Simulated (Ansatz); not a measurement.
One change: `[OH][Zr]([OH])([Cl])[Br]` becomes `[OH][Zr]([OH])([SH])[Cl]`.

Ansatz, PBE0-D4/def2-TZVP geometries, multiplicity 1. Each molecule was computed in one conformer, which needn't be the lowest.

Elements past krypton have def2 core potentials. Scalar relativity is left out up to krypton.

```csv
property,`[OH][Zr]([OH])([Cl])[Br]`
LUMO energy (PBE/def2-TZVPP) / eV,-2.17
size of the dipole moment (B3LYP/def2-TZVPP) / D,3.96
HOMO–LUMO gap (PBE0/def2-TZVPP) / eV,7.05
HOMO energy (ωB97M-V/def2-TZVPP) / eV,-10.60
LUMO energy (ωB97M-V/def2-TZVPP) / eV,0.48
LUMO energy (PBE0/def2-TZVPP) / eV,-1.37
```

**Question.** Give the same properties after the change, and the shifts. (Best estimate.)

**Answer.** The calculation gave: 
```tsv
property	`[OH][Zr]([OH])([SH])[Cl]`	shift
LUMO energy (PBE/def2-TZVPP) / eV	-1.90	0.27
size of the dipole moment (B3LYP/def2-TZVPP) / D	3.74	-0.22
HOMO–LUMO gap (PBE0/def2-TZVPP) / eV	6.37	-0.68
HOMO energy (ωB97M-V/def2-TZVPP) / eV	-9.59	1.01
LUMO energy (ωB97M-V/def2-TZVPP) / eV	0.49	0.01
LUMO energy (PBE0/def2-TZVPP) / eV	-1.08	0.29
```

With PBE0 the HOMO rises by 0.97 eV and the LUMO rises by 0.29 eV, so the gap narrows by about 0.68 eV. PBE moves the HOMO by 0.89 eV and ωB97M-V by 1.01 eV. Dipoles are sizes alone; their direction can turn.

B3LYP here is the variant with VWN-RPA as its local correlation; programs differ in this.

Spin–orbit coupling is left out; it splits and shifts lone-pair levels of the heavy atoms by tenths of an eV.
